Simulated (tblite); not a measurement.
Run record: tight-binding relaxation, `C=CC[C@@H]1C[SiH2][SiH2][C@@H]1C`.

Computed with GFN2-xTB geometry optimisation, gas phase (tblite 0.8.0). Start geometry: from a force field or distance geometry. A driver script takes a list of jobs; this job's settings line and coordinates (Å) are shown.

Command:
```bash
OMP_NUM_THREADS=1 python probes_run.py task.json out
```

Input:
```
{"job": {"kind": "relax", "xc": "GFN2-xTB", "basis": "xTB"}, "charge": 0, "multiplicity": 1}
C      3.373000     0.198000     0.230500
C      2.422500    -0.162300    -0.661400
C      1.090400    -0.721600    -0.268100
C     -0.100700     0.142800    -0.813400
C     -0.062400     1.623100    -0.340100
Si    -0.642900     1.845000     1.450800
Si    -2.000900    -0.046500     1.378400
C     -1.510200    -0.450500    -0.466000
C     -1.665700    -1.940100    -0.817400
H      4.317700     0.586400    -0.099600
H      3.198800     0.126400     1.300800
H      2.637100    -0.082000    -1.713500
H      1.011000    -0.842600     0.825100
H      1.026900    -1.726400    -0.702300
H     -0.009900     0.147500    -1.899200
H     -0.752400     2.201600    -0.967400
H      0.929800     2.074700    -0.477100
H      0.489800     1.666200     2.406700
H     -1.381400     3.124200     1.645100
H     -3.453900     0.229400     1.495500
H     -1.521100    -1.122200     2.289300
H     -2.250900     0.104500    -1.068700
H     -2.708300    -2.246400    -0.699800
H     -1.378400    -2.129700    -1.856300
H     -1.069000    -2.575500    -0.163000
```

Output:
```
step      E/eV     max force
  0    -722.41555    2.024
  1    -722.46905    1.748
  2    -722.51412    0.416
  3    -722.54875    0.524
  4    -722.57055    0.508
  5    -722.58486    0.298
  6    -722.59952    0.281
  7    -722.61303    0.403
  8    -722.62460    0.303
  9    -722.63202    0.197
... (63 lines left out)
 73    -722.67665    0.020
 74    -722.67669    0.019
 75    -722.67674    0.019
 76    -722.67679    0.014
 77    -722.67683    0.011
 78    -722.67685    0.011
 79    -722.67688    0.015
 80    -722.67691    0.015
 81    -722.67694    0.012
 82    -722.67696    0.007
```

«max force» is the largest atomic force in eV/Å.

Q: From which step on does the largest force stay under 0.1 eV/Å, and how much energy is left to gain from there?

A: From step 17 (0.079 eV/Å), 18.2 meV above the end.

Main results: energy lowered by 6.0 kcal/mol over 82 steps; largest atomic force 0.007 eV/Å at the end.

Q: Give the final coordinates.

A: 0.140 Å rms from the input after alignment:
```
atom  x, y, z in Å
C1     3.2738    0.2585    0.2826
C2     2.3567   -0.1552   -0.5713
C3     1.0128   -0.6821   -0.1872
C4    -0.1274    0.1241   -0.8247
C5    -0.0422    1.5963   -0.4021
Si6   -0.5478    1.7879    1.4345
Si7   -1.8668   -0.1084    1.3976
C8    -1.5118   -0.4436   -0.4630
C9    -1.6974   -1.8969   -0.8847
H10    4.2348    0.6228   -0.0394
H11    3.1010    0.2459    1.3465
H12    2.5552   -0.1302   -1.6361
H13    0.9100   -0.6725    0.9003
H14    0.9449   -1.7186   -0.5281
H15   -0.0035    0.0648   -1.9160
H16   -0.7255    2.1796   -1.0243
H17    0.9600    1.9759   -0.6019
H18    0.6358    1.7935    2.3039
H19   -1.2032    3.0860    1.6363
H20   -3.3174    0.0145    1.5920
H21   -1.4563   -1.2678    2.2027
H22   -2.2379    0.1481   -1.0367
H23   -2.7409   -2.1848   -0.7730
H24   -1.4143   -2.0433   -1.9278
H25   -1.1035   -2.5701   -0.2709
```

Hardware: an Arm Neoverse N1 with one thread (shared host). Cost: 1.6 s of wall time.
Labels such as C1 count atoms from 1, the log's own numbers from 0.
